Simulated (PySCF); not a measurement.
A structure optimised at PBE-D3(BJ)/def2-SVP, used in a PySCF frequency run:

```xyz
14

C      2.4285    -0.3300     0.1000
C      0.9517    -0.7208     0.0019
B     -0.1105     0.4304     0.1334
F      0.2726     1.6600     0.5298
C     -1.6495     0.2239    -0.1673
O     -2.0348    -1.0678    -0.6294
H      2.7129     0.3693    -0.7123
H      2.6491     0.1850     1.0567
H      3.1005    -1.2091     0.0300
H      0.7196    -1.2702    -0.9394
H      0.6901    -1.4644     0.7966
H     -2.2553     0.5685     0.7142
H     -1.9254     0.9488    -0.9693
H     -1.6986    -1.7151     0.0157
```
Charge 0, spin multiplicity 1.

**Question.** Write its SMILES and formula.

**Answer.** CCB(F)CO, C3H8BFO

**Question.** What are its rotational constants (standard atomic weights)?

**Answer.** 5.0798, 2.1781, 1.5773 GHz
